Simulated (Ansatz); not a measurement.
System: pyridin-3-ylsilane, C5H7NSi (charge 0, singlet). SMILES: [SiH3]c1cccnc1
Geometry: optimised at B3LYP-D3(BJ)/def2-TZVP (Ansatz, a quantum-chemistry and plane-wave program).

Parts of the frozen-core correlation energy in aug-cc-pV(D+d)Z (Ansatz, hartree). Frozen orbitals: 11; correlated occupied orbitals by spin: 18 and 18; virtual: 204 and 204. Spin-orbit coupling is left out. Non-relativistic. The restricted reference is unstable.

| term | value |
|---|---|
| reference (HF) | -536.82468 |
| MP2 opposite-spin | (withheld) |
| MP2 same-spin | (withheld) |
| CCSD correlation | (withheld) |
| (T) | -0.04639 |
| T1 diagnostic | 0.012 |
| largest doubles amplitude | 0.047 |

Task: What belongs in the gaps?

Result: 
- MP2 opposite-spin, value: -0.70299
- MP2 same-spin, value: -0.24187
- CCSD correlation, value: -0.99276
